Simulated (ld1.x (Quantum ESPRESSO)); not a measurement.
## PBE RRKJ dataset for Zr, scalar-relativistic all-electron reference.

ld1.x (Quantum ESPRESSO) 7.5 was run on this input:

```
&input
   title='Zr', zed=40., rel=1, dft='PBE', iswitch=3,
   config='[Kr] 4d2 5s2 5p0',
   nld=3, rlderiv=4.55, eminld=-2.0, emaxld=5.0, deld=0.02
 /
 &inputp
   pseudotype=2, tm=.false., rho0=0.01, lloc=0,
   nlcc=.false.,
   file_pseudopw='Zr.UPF', file_wfcaegen='ae.wfc', file_wfcncgen='nc.wfc', file_beta='beta', file_chi='chi'
 /
3
5P  2  1   0.00   0.00  4.20  4.20  0.0
4D  3  2   2.00   0.00  2.90  2.90  0.0
5S  1  0   2.00   0.00  2.60  2.60  0.0
 &test
   configts(1)='4d2 5s2 5p0'
 /
```

Command:

```bash
ld1.x < Zr.in > Zr.out
```

Output (shortened: banner, matrices, multipoles, cross overlaps and the repeated all-electron block are left out):

```
Program LD1 v.7.5
     --------------------------- All-electron run ----------------------------

     Zr
     scalar relativistic calculation

     atomic number is 40.00
     dft =PBE   lsd =0 sic =0 latt =0  beta=0.20 tr2=1.0E-14
     Exchange-correlation= PBE
                           (   1   4   3   4   0   0   0)
     mesh =1225 r(mesh) = 100.59681 a.u. xmin = -7.00 dx = 0.01250
     1 Ry =  13.60569312 eV, c = 137.03599908

     n l     nl                  e(Ry)          e(Ha)          e(eV)
     1 0     1S 1( 2.00)     -1310.1237      -655.0619    -17825.1411
     2 0     2S 1( 2.00)      -181.5303       -90.7651     -2469.8452
     2 1     2P 1( 6.00)      -161.8775       -80.9388     -2202.4559
     3 0     3S 1( 2.00)       -29.7501       -14.8750      -404.7707
     3 1     3P 1( 6.00)       -23.3474       -11.6737      -317.6579
     4 0     4S 1( 2.00)        -4.0060        -2.0030       -54.5045
     4 1     4P 1( 6.00)        -2.3859        -1.1929       -32.4614
     3 2     3D 1(10.00)       -12.8408        -6.4204      -174.7080
     4 2     4D 1( 2.00)        -0.2645        -0.1323        -3.5989
     5 0     5S 1( 2.00)        -0.3263        -0.1631        -4.4392
     5 1     5P 1( 0.00)        -0.1080        -0.0540        -1.4693

     final scf error:  3.8E-15 reached in  25 iterations

     Etot =   -7197.066779 Ry,   -3598.533389 Ha,  -97921.081979 eV

     Ekin =    7400.180090 Ry,    3700.090045 Ha,  100684.579354 eV
     Encl =  -17329.433663 Ry,   -8664.716831 Ha, -235778.956414 eV
     Eh   =    2959.970718 Ry,    1479.985359 Ha,   40272.453242 eV
     Exc  =    -227.783923 Ry,    -113.891962 Ha,   -3099.158161 eV

     normalization and overlap integrals

     s(1S/1S) =  1.000000  <r> =   0.0371  <r2> =    0.0019  r(max) =   0.0241
     s(2S/2S) =  1.000000  <r> =   0.1626  <r2> =    0.0312  r(max) =   0.1368
     s(2P/2P) =  1.000000  <r> =   0.1417  <r2> =    0.0245  r(max) =   0.1093
     s(3S/3S) =  1.000000  <r> =   0.4585  <r2> =    0.2410  r(max) =   0.4060
     s(3P/3P) =  1.000000  <r> =   0.4621  <r2> =    0.2489  r(max) =   0.4010
     s(4S/4S) =  1.000000  <r> =   1.2129  <r2> =    1.6687  r(max) =   1.0764
     s(4P/4P) =  1.000000  <r> =   1.3687  <r2> =    2.1516  r(max) =   1.1748
     s(3D/3D) =  1.000000  <r> =   0.4525  <r2> =    0.2477  r(max) =   0.3495
     s(4D/4D) =  1.000000  <r> =   2.2977  <r2> =    6.6283  r(max) =   1.5859
     s(5S/5S) =  1.000000  <r> =   3.7281  <r2> =   15.8828  r(max) =   3.1538
     s(5P/5P) =  1.000000  <r> =   5.1644  <r2> =   31.0604  r(max) =   4.1521

     ------------------------ End of All-electron run ------------------------

     --------------------- Generating NC pseudopotential ---------------------

      Generating local pot.: lloc=0, matching radius rcloc =   2.6000

      Wfc   5P  rcut= 4.204  Estimated cut-off energy=        9.83 Ry
      This function has    0 nodes for 0 < r <    4.204

      Wfc   4D  rcut= 2.890  Estimated cut-off energy=       28.08 Ry
      This function has    0 nodes for 0 < r <    2.890

     ------------------- End of pseudopotential generation -------------------

     Computing logarithmic derivative in   4.56031
     Computing logarithmic derivative in   4.56031
     Computing the partial wave expansion
       no projector for channel:   0
     R is outside the sphere for l=    1 j= 0.00
     R is outside the sphere for l=    2 j= 0.00

     ---------------------- Testing the pseudopotential ----------------------

     Zr
     scalar relativistic calculation

     atomic number is 40.00   valence charge is  4.00
     dft =PBE   lsd =0 sic =0 latt =0  beta=0.20 tr2=1.0E-14
     mesh =1225 r(mesh) = 100.59681 xmin = -7.00 dx = 0.01250

     n l     nl             e AE (Ry)        e PS (Ry)    De AE-PS (Ry)
     3 2     4D   1( 2.00)       -0.26451       -0.26451        0.00000
     1 0     5S   1( 2.00)       -0.32628       -0.32628       -0.00000
     2 1     5P   1( 0.00)       -0.10799       -0.10799        0.00000

     eps = 9.7E-15  iter = 28

     Etot =   -7197.066779 Ry,   -3598.533389 Ha,  -97921.081979 eV
     Etotps =    -5.498023 Ry,      -2.749012 Ha,     -74.804419 eV

     Ekin =       5.301235 Ry,       2.650617 Ha,      72.126975 eV
     Encl =      -8.771317 Ry,      -4.385658 Ha,    -119.339843 eV
     Ehrt =       4.790746 Ry,       2.395373 Ha,      65.181418 eV
     Ecxc =      -1.621760 Ry,      -0.810880 Ha,     -22.065169 eV
     Epseu=      -5.196927 Ry,      -2.598464 Ha,     -70.707799 eV

     ---------------------- End of pseudopotential test ----------------------
```

Generation and configuration tests took about 1.9 s on one core of a shared server CPU.
